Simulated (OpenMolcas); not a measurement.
**Cl⁺: effect of the active space**

* Program: OpenMolcas
* Method: SS-CASPT2, IPEA 0.25 Eh, imaginary shift 0.1 Eh
* Basis: ANO-R3
* Scalar Hamiltonian: X2C, finite nucleus
* Spin-orbit coupling: state interaction with AMFI integrals over the reference wave functions, term energies averaged over their components

A. 4 electrons in 3 orbitals (3p); 2S+1 = 3 even, 3 roots; 2S+1 = 1 even, 6 roots; closed shells correlated: 2s 2p 3s; CASPT2 step roughly 1.4 core-seconds
B. 6 electrons in 4 orbitals (3s 3p); 2S+1 = 3 even, 3 roots; 2S+1 = 1 even, 6 roots; 2S+1 = 3 odd, 3 roots; 2S+1 = 1 odd, 3 roots; closed shells correlated: 2s 2p; CASPT2 step of the order of 3 core-seconds

Energies in cm-1 above 3s2 3p4 3P2, the measured ground level; measured values from NIST Handbook of Basic Atomic Spectroscopic Data.

```tsv
Level	A	B	Measured
3s2 3p4 3P2	0.0	0.0	0.0
3s2 3p4 3P1	652	652	696
3s2 3p4 3P0	941	941	996
3s2 3p4 1D2	11780	11740	11654
3s2 3p4 1S0	28970	27840	27878
```

Deviations, from unrounded energies. A percentage is the sum of absolute deviations over the sum of measured energies, with the sign that they share, or ± where signs differ.

```
                        Against measurement  Levels     A     B
             mean absolute deviation (cm-1)       4   330    57
      fine structure of the ground term (%)       2  -5.9  -5.9
other terms of the ground configuration (%)       2  +3.1  ±0.3
```

B lies closest to measurement on these levels. The largest miss of B in the table is 3s2 3p4 1D2, by +88 cm-1. The ranking rests on the paired levels alone, and a cruder setting can come out closer through cancelling errors.

Between A and B the level of the table that moves most is 3s2 3p4 1S0, by 1100 cm-1 (lowest in B, highest in A). Moves below CASPT2's spread within the term are not significant.

Term energies are means over components that CASPT2 splits; among the terms shown or strongly mixed into the levels shown the widest spread is 190 cm-1 (3s2 3p4 1D, A). Over all roots computed the reference weight is 0.86 to 0.95 in B; the roots of lowest weight are the least certain, and an intruder state may touch them. With the s shell closed, the reference lacks s² → p² mixing (holds for A). Measured partners are found by configuration, term and J. A level has none where our copy of the source lacks it or the pairing is in doubt (some pairs that miss far off the trend of their configuration count as doubtful), and it then counts in no deviation. Levels of configurations outside the active space are missing. Levels that lie high or do not pair safely by name in every column are left out.
